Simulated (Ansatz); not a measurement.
`O=CBCl` and `BC=O` differ in one atom or group.

Ansatz, PBE0-D4/def2-TZVP geometries, multiplicity 1. Each molecule was computed in one conformer, which needn't be the lowest.

```csv
property,`O=CBCl`
HOMO energy (B3LYP/def2-TZVPP) / eV,-7.24
vertical ionisation energy (CCSD(T)/CBS(def2)) / eV,10.21
HOMO–LUMO gap (PBE0/def2-TZVPP) / eV,4.94
HOMO energy (PBE/def2-TZVPP) / eV,-5.92
HOMO–LUMO gap (ωB97M-V/def2-TZVPP) / eV,9.45
LUMO energy (ωB97M-V/def2-TZVPP) / eV,-0.36
```

(1) What does the change do to each property? (Best estimate.)

## Answers

(1) Computed: 
| property | `BC=O` | shift |
| --- | --- | --- |
| HOMO energy (B3LYP/def2-TZVPP) / eV | -7.59 | -0.35 |
| vertical ionisation energy (CCSD(T)/CBS(def2)) / eV | 10.54 | 0.33 |
| HOMO–LUMO gap (PBE0/def2-TZVPP) / eV | 6.31 | 1.37 |
| HOMO energy (PBE/def2-TZVPP) / eV | -6.42 | -0.50 |
| HOMO–LUMO gap (ωB97M-V/def2-TZVPP) / eV | 10.79 | 1.34 |
| LUMO energy (ωB97M-V/def2-TZVPP) / eV | 0.65 | 1.01 |

With PBE0 the HOMO falls by 0.34 eV and the LUMO rises by 1.03 eV, so the gap widens by about 1.37 eV. PBE moves the HOMO by -0.50 eV and ωB97M-V by -0.33 eV.

B3LYP here is the variant with VWN-RPA as its local correlation; programs differ in this.
